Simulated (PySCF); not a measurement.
SrF, SMILES [F][Sr+], charge +1. Coordinates come from a PBE-D3(BJ)/def2-TZVPD optimisation. The spin state was assumed, not searched. The def2 effective core potentials stand for the cores of Sr; spin–orbit coupling is left out.

Method: PySCF with PBE-D3(BJ)/def2-TZVPD.

Harmonic wavenumbers (cm⁻¹): 571. Rotational constants (GHz): 7.973 (linear); symmetry number 1.

### Question
Work out the zero-point energy and the ideal-gas rigid-rotor harmonic-oscillator thermochemistry at 298.15 K and 1 atm.

### Answer
ZPE = ½ Σ hcν = ½ × 571 cm⁻¹ = 0.82 kcal/mol. H − E(el) = 3.00 kcal/mol. Entropy in cal/(mol K): translation 39.91, rotation 15.22, vibration 0.50, total 55.63. G − E(el) = -13.59 kcal/mol. Cp = 8.05 cal/(mol K).
